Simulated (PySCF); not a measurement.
Frontier levels across methods

Species: C3H10BN.
Atom-mapped SMILES: `[CH3:1][CH:2]([CH3:3])[BH:4][NH2:5]` (hydrogens: H6, H7, H8 on C1; H9 on C2; H10, H11, H12 on C3; H13 on B4; H14, H15 on N5)

Geometry (PBE0-D3(BJ)/def2-SVP, Å), atoms numbered from 1 in this order:
```xyz
15
C3H10BN angstrom
C     -0.836   -1.129    0.278
C      0.379   -0.212    0.128
C      0.066    0.959   -0.808
B      1.621   -1.025   -0.420
N      2.826   -1.112    0.272
H     -1.712   -0.581    0.666
H     -1.124   -1.564   -0.693
H     -0.639   -1.967    0.967
H      0.623    0.203    1.126
H     -0.812    1.530   -0.460
H      0.910    1.662   -0.886
H     -0.158    0.601   -1.827
H      1.545   -1.602   -1.489
H      3.628   -1.622   -0.073
H      2.981   -0.665    1.167
```

Basis pcSseg-1 throughout (PySCF), one geometry. One conformer (not necessarily the lowest) at the PBE0-D3(BJ)/def2-SVP geometry, without solvent, vibrations or thermal averaging.

How do the orbital energies, the gap and the dipole change with the method?

```csv
method,kind,HOMO (eV),LUMO (eV),gap (eV),μ (D),SCF cycles
BLYP,GGA,-6.50,-0.08,6.42,1.93,14
OPBE,GGA,-6.53,-0.03,6.50,1.88,14
PBE,GGA,-6.57,-0.23,6.35,1.93,14
B97-D,GGA,-6.60,-0.05,6.55,1.87,13
LDA,LDA,-6.62,-0.49,6.14,1.97,13
KT2,GGA,-6.68,-0.30,6.38,1.88,14
BP86,GGA,-6.68,-0.29,6.40,1.91,14
KT3,GGA,-6.73,-0.19,6.55,1.86,14
B97-2,global hybrid,-7.70,0.77,8.47,1.82,12
B3LYP,global hybrid,-7.75,0.55,8.30,1.86,13
PBE0,global hybrid,-7.94,0.77,8.71,1.85,12
mPW1PW91,global hybrid,-7.98,0.78,8.76,1.83,12
BHandHLYP,global hybrid,-9.26,1.81,11.07,1.78,12
CAM-B3LYP,range-separated hybrid,-9.36,1.89,11.25,1.85,12
wB97X-D,range-separated hybrid,-9.85,2.63,12.48,1.82,12
LC-wPBE,range-separated hybrid,-10.71,3.10,13.82,1.81,12
HF,Hartree–Fock,-11.29,4.31,15.60,1.66,9
```

The HOMO spans 4.79 eV, from BLYP down to HF, and the gap runs from 6.14 eV (LDA) to 15.60 eV (HF). Over the methods BLYP (0 %), OPBE (0 %), PBE (0 %), B97-D (0 %), LDA (0 %), KT2 (0 %), BP86 (0 %), KT3 (0 %), B97-2 (21 %), B3LYP (20 %), PBE0 (25 %), mPW1PW91 (25 %), BHandHLYP (50 %), HF (100 %), a straight line through the gap against the share of exact exchange rises by 0.92 eV for each 10 % (correlation coefficient 0.999). The dipole ranges from 1.66 D (HF) to 1.97 D (LDA). This basis has no diffuse functions.

The vertical ΔSCF ionisation energy at CAM-B3LYP/def2-SVPD is 10.21 eV; −ε(HOMO) comes closest to it with wB97X-D (9.85 eV).
